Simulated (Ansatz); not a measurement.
System: formyl cation, CHO, net charge 1, singlet state. It need not be the lowest isomer of its formula. SMILES: C#[O+]
Geometry from a B3LYP-D3(BJ)/def2-TZVP (Ansatz, a quantum-chemistry and plane-wave program) optimisation:
```xyz
3

C      0.0000     0.0000    -0.5143
O      0.0000     0.0000     0.5871
H      0.0000     0.0000    -1.6107
```
Charge +1, spin multiplicity 1.

Property: vertical ionisation energy (to the doublet state of charge +2; each state is the SCF solution reached for its spin), in eV. Correlated levels leave the core frozen unless marked. UHF or UKS for open shells. Spin-orbit coupling is left out. Non-relativistic. CBS marks a two-point X^-3 extrapolation of the correlation energy; Hartree-Fock from the larger set.

CCSD(T)/CBS(aug-cc-pVTZ,aug-cc-pVQZ) (Ansatz) gives 26.92 eV.

### Question
Another calculation gave 26.76 eV. Which level was it?
A) CAM-B3LYP/def2-TZVPD (Ansatz)
B) SVWN5/def2-TZVPD (Ansatz)
C) wB97X-V/def2-TZVPD (Ansatz)
D) BHLYP/def2-TZVPD (Ansatz)

### Answer
A, CAM-B3LYP/def2-TZVPD (Ansatz). The others give 26.29 (BHLYP), 27.34 (SVWN5), 26.65 (wB97X-V) eV.
